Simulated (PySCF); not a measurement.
C₂H₈O₂Si₂, SMILES CO[SiH2][SiH2]C=O (GFN2-xTB optimised geometry):

```
14

C      2.355     1.702    -0.038
O      1.393     0.695    -0.028
Si    -0.227     0.861    -0.011
Si    -0.786    -1.367     0.000
C     -2.702    -1.367     0.000
O     -3.340    -0.341     0.000
H      2.268     2.329     0.852
H      3.340     1.234    -0.053
H      2.244     2.335    -0.921
H     -0.640     1.652     1.161
H     -0.664     1.648    -1.176
H     -0.433    -2.196     1.165
H     -0.432    -2.212    -1.153
H     -3.245    -2.335     0.000
```

Level of theory: B3LYP/def2-TZVP run with PySCF 2.14.0.

Q: What are the frontier orbital energies and the dipole moment?

A: HOMO-2 -8.32 eV, HOMO-1 -8.03 eV, HOMO -6.69 eV, LUMO -1.69 eV, LUMO+1 -0.83 eV; dipole moment 2.18 D.

On the same geometry PBE/def2-TZVP run with PySCF 2.14.0 gives HOMO-2 -7.16 eV, HOMO-1 -6.74 eV, HOMO -5.47 eV, LUMO -2.62 eV, LUMO+1 -1.52 eV; dipole moment 2.02 D.

Meta-Löwdin charges at B3LYP/def2-TZVP: C1 -0.11, O2 -0.63, Si3 0.68, Si4 0.34, C5 0.08, O6 -0.38, H7 0.10, H8 0.12, H9 0.10, H10 -0.12, H11 -0.12, H12 -0.08, H13 -0.08, H14 0.07.
